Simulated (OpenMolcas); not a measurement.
**Computed levels of Ti I**

```json
{"Program": "OpenMolcas 26.06", "Method": "MS-CASPT2, IPEA 0.25 Eh, imaginary shift 0.1 Eh (closed shells correlated: 3s 3p)", "Basis": "ANO-RCC-VTZP [6s5p3d2f1g]", "Scalar Hamiltonian": "DKH2, point nucleus", "Active space": "4 electrons in 6 orbitals (3d 4s)", "State averaging": "2S+1 = 5 even, 15 roots; 2S+1 = 3 even, 55 roots; 2S+1 = 1 even, 50 roots", "Spin-orbit coupling": "RASSI with atomic mean-field integrals over the reference wave functions, term energies averaged over their components"}
```

With spin-orbit coupling, above the lowest level:

```tsv
Configuration	Term	J	E (cm⁻¹)	Measured (cm⁻¹)	g	Term weight %	Second
3d² 4s²	³F	2	0.0	0.0	0.666	99	
3d² 4s²	³F	3	146	170	1.084	99	
3d² 4s²	³F	4	332	387	1.250	99	
3d² 4s²	³P	0	1628	8437		66	32 3d³ 4s ³P(2)
3d² 4s²	³P	1	1677	8492	1.501	66	32 3d³ 4s ³P(2)
3d² 4s²	³P	2	1763		1.499	65	32 3d³ 4s ³P(2)
3d³ 4s	⁵F	1	3800	6557	-0.002	100	
3d³ 4s	⁵F	2	3850	6599	1.000	100	
3d³ 4s	⁵F	3	3910	6661	1.251	100	
3d³ 4s	⁵F	4	3990	6743	1.351	100	
3d² 4s²	¹D	2	4000		1.001	85	14 3d³ 4s ¹D
3d³ 4s	⁵F	5	4100	6843	1.401	100	
3d² 4s²	¹G	4	4620		1.000	57	43 3d³ 4s ¹G
3d³ 4s	³F(1)	2	9830	11532	0.666	100	
3d³ 4s	³F(1)	3	9950	11640	1.084	100	
3d³ 4s	³F(1)	4	10110	11777	1.251	100	
3d³ 4s	⁵P	1	12580		2.503	100	
3d³ 4s	⁵P	2	12620		1.835	100	
3d³ 4s	⁵P	3	12680		1.668	100	
3d³ 4s	³G	3	14980		0.749	100	
3d³ 4s	³G	4	15030		1.050	100	
3d³ 4s	³G	5	15100		1.200	100	
3d³ 4s	³D	1	17500		0.527	97	
3d³ 4s	³D	2	17550		1.180	96	2 ³P(2)
3d³ 4s	³D	3	17670		1.334	100	
3d³ 4s	³P(2)	0	18130			39	31 ³P(1)
3d³ 4s	³P(2)	1	18220		1.475	43	30 3d² 4s² ³P
3d³ 4s	³P(2)	2	18340		1.486	55	33 3d² 4s² ³P
3d³ 4s	³P(1)	1	18740		1.492	72	23 ³P(2)
3d³ 4s	³P(1)	0	18770			66	29 ³P(2)
3d³ 4s	³P(1)	2	18790		1.500	89	10 ³P(2)
3d³ 4s	³H	4	18860		0.806	97	
3d³ 4s	³H	5	18930		1.034	100	
3d³ 4s	³H	6	18980		1.167	100	
3d³ 4s	¹G	4	19510		0.994	55	42 3d² 4s² ¹G
3d³ 4s	¹P	1	20010		1.007	98	
3d³ 4s	¹D	2	20120		1.003	85	14 3d² 4s² ¹D
3d³ 4s	¹H	5	21450		1.000	100
```

Against the 12 measured excited levels shown (NIST Handbook of Basic Atomic Spectroscopic Data) the mean absolute deviation is 2700 cm-1; the largest miss in energy is 3d² 4s² ³P₁ [66 %]: computed 1677, measured 8492 cm⁻¹ (-80.2 %). Levels of one J stand in another order than measured, so their pairing by name is doubtful.

Spin-orbit coupling puts the lowest level 193 cm⁻¹ below the lowest spin-free term.

For ³F the intervals divided by the larger J are 48.7, 46.4 cm-1. Landé's interval rule makes them equal in pure LS coupling; they differ by 5 % of their mean. The multiplet is regular.

CASPT2 does not keep the components of a term degenerate, so their means are used; among the terms shown or strongly mixed into the levels shown the widest spread is 2700 cm-1 (3d² 4s² ³F). Over all roots computed the reference weight is 0.80 to 0.91; the roots of lowest weight are the least certain, and an intruder state may touch them. Configurations are named by rounded mean occupations; where the s occupation lies near a half they are strongly mixed, a name can repeat and a true partner stay unpaired. A single d shell beside an s shell can misplace configurations of different d count against each other. The CASPT2 spread within a term exceeds the gap to the next term for 3d² 4s² ³F and 3d² 4s² ³P, 3d² 4s² ³P and 3d³ 4s ⁵F, 3d³ 4s ⁵F and 3d² 4s² ¹D and others, so the order of their levels is uncertain, and so are names and mixing where such terms share a J. Some terms miss by over 15 % even with CASPT2, which points to a basis or an active space too small for the shells correlated. Measured partners are found by configuration, term and J. A level has none where our copy of the source lacks it or the pairing is in doubt (some pairs that miss far off the trend of their configuration count as doubtful), and it then counts in no deviation. Only configurations of the active space appear. The first state left out of the spin-orbit step lies near 30000 cm-1 above the lowest spin-free state of the reference (among the parities and spins computed), and the list stops at four fifths of that energy or lower.

The term weight is that of the spin-free term in the level, not the purity of its configuration. A share in square brackets marks a mixed level and gives the weight of the term that names it. A number in round brackets counts repeated terms of one configuration in the order of the reference energies.
